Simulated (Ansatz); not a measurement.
`[CH3][SnH]([F])[SiH2]F` + `CO[SiH2]S` → `CO[SiH2]S[SiH2]F` + `[CH3][SnH2][F]`  (cleavage of the Si–Sn bond)

Gas-phase electronic energies from Ansatz, PBE0-D4/def2-TZVP geometries. CBS: MP2 limit from def2 TZ/QZ plus the TZ coupled-cluster correction, frozen cores. This one scheme is used for every species. DFT in def2-TZVPP. B3LYP here is the variant with VWN-RPA as its local correlation; programs differ in this. Elements past krypton have def2 core potentials. For Sn outer-core shells are correlated without core-valence functions, which leaves a few kJ/mol of doubt a bond. One conformer a species, not always the lowest.

`[CH3][SnH]([F])[SiH2]F`:

Cartesian coordinates in Å:
```
C -0.742 1.850 0.117
Sn -0.048 -0.021 0.861
F 1.639 0.417 1.708
Si 0.580 -1.799 -0.900
F 1.021 -1.044 -2.247
H -1.748 1.745 -0.292
H -0.070 2.202 -0.664
H -0.758 2.569 0.936
H -1.002 -0.616 2.152
H 1.713 -2.638 -0.440
H -0.583 -2.664 -1.230
```

`CO[SiH2]S`:

Z-matrix (Å, degrees):
```
C
O 1 1.410
H 1 1.091 2 108.1
H 1 1.096 2 111.7 3 119.3
H 1 1.095 2 111.3 3 -119.1
Si 2 1.639 1 122.6 3 -170.3
S 6 2.120 2 109.8 1 171.1
H 6 1.488 2 108.6 1 49.0
H 6 1.485 2 111.9 1 -72.6
H 7 1.344 6 94.3 2 -69.2
```

`CO[SiH2]S[SiH2]F`:

Z-matrix (Å, degrees):
```
C
O 1 1.412
H 1 1.095 2 111.9
H 1 1.092 2 109.5 3 120.4
H 1 1.092 2 109.0 3 -120.6
Si 2 1.631 1 126.7 3 -1.6
S 6 2.149 2 112.0 1 -108.3
H 6 1.485 2 109.0 1 13.1
H 6 1.480 2 109.8 1 135.5
Si 7 2.112 6 98.7 2 32.5
F 10 1.602 7 110.8 6 54.6
H 10 1.478 7 112.6 6 -64.2
H 10 1.479 7 106.6 6 172.6
```

`[CH3][SnH2][F]`:

Z-matrix (Å, degrees):
```
C
Sn 1 2.124
H 1 1.090 2 109.3
H 1 1.090 2 109.4 3 -119.7
H 1 1.091 2 110.4 3 120.1
F 2 1.932 1 104.3 3 58.4
H 2 1.706 1 114.7 3 171.9
H 2 1.706 1 114.7 3 -55.0
```

Q: Is it downhill or uphill in electronic energy at CCSD(T)/CBS, and by how much? (An estimate is asked.)

A: Computed: Downhill: ΔE = -59.0 kJ/mol.

Q: What do these levels give: PBE-D4, r2SCAN-D4, PBE0-D4, ωB97M-V, B2PLYP, PBE0, B3LYP, MP2/def2-TZVPP, CCSD/def2-TZVPP, MP2/def2-QZVPP, HF/CBS(def2), CCSD/CBS(def2)? (Best estimate.)

A: Computed: PBE-D4 -52.1, r2SCAN-D4 -61.0, PBE0-D4 -57.0, ωB97M-V -63.4, B2PLYP -55.8, PBE0 -51.6, B3LYP -47.5, MP2/def2-TZVPP -67.0, CCSD/def2-TZVPP -59.4, MP2/def2-QZVPP -65.7, HF/CBS(def2) -58.8, CCSD/CBS(def2) -57.2 kJ/mol.

Largest T1 diagnostic among the species: 0.013.

From PBE to PBE0 (25 % exact exchange), in def2-TZVPP and without D4, ΔE moves by −5.7 kJ/mol. The D4 term adds −10.1 kJ/mol with B3LYP and −5.4 kJ/mol with PBE0; it sums over pairs of atoms, weighted by their polarisabilities, and B3LYP, whose exchange is more repulsive, gets the larger term.
